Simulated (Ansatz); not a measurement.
Relaxation of CH₃BFN (7 atoms, charge 0, multiplicity 1), to a largest force component of 0.02 eV/Å in at most 50 steps.

Computed with RKS PBE0/def2-SVP (Ansatz 0.2.0).

```xyz
7
Properties=species:S:1:pos:R:3:forces:R:3
C -0.675 0.952 0.060 -3.36 2.90 -1.75
N 0.187 0.331 0.661 3.01 -3.40 1.06
B 0.744 -0.946 0.098 -0.01 0.07 -1.25
F 0.398 -1.479 -1.154 0.39 1.27 2.55
H -1.125 0.660 -0.924 0.11 0.01 0.20
H -1.109 1.926 0.488 0.46 -0.93 -0.41
H 1.642 -1.512 0.725 -0.60 0.07 -0.40
```

Question: Where does it end, and by what steps?

Answer: The run converged. After 21 steps the energy has fallen by 0.836 eV; F4 moved furthest, 1.19 Å.

```
step  energy less start (eV)  largest force component (eV/Å)  accepted
   0                  0.0000                           3.405       yes
   1                 -0.1566                           1.843       yes
   2                 -0.2452                           1.383       yes
   3                 -0.2903                           0.593       yes
   4                 -0.3184                           0.207       yes
   5                 -0.3431                           0.429       yes
   6                 -0.3601                           0.652       yes
   7                 -0.4634                           0.855       yes
   8                 -0.5389                           1.484       yes
   9                 -0.5370                           1.107        no
  10                 -0.6065                           0.766       yes
  11                 -0.6673                           0.966       yes
  12                 -0.7330                           0.540       yes
  13                 -0.7984                           0.320       yes
  14                 -0.7986                           0.422       yes
  15                 -0.8103                           0.422       yes
  16                 -0.8151                           0.994       yes
  17                 -0.8166                           0.537       yes
  18                 -0.8355                           0.077       yes
  19                 -0.8341                           0.169        no
  20                 -0.8360                           0.046       yes
  21                 -0.8361                           0.007       yes
```

```xyz
7
Properties=species:S:1:pos:R:3
C -0.896 0.938 0.079
N -0.040 0.042 -0.015
B 0.903 -0.956 -0.069
F 1.556 -1.209 -1.207
H -1.969 0.750 -0.122
H -0.633 1.974 0.367
H 1.141 -1.608 0.920
```

Run time: 41 s on 1 thread of Intel(R) Xeon(R) Platinum 8488C (Sapphire Rapids) (shared host), peak memory 0.18 GiB.
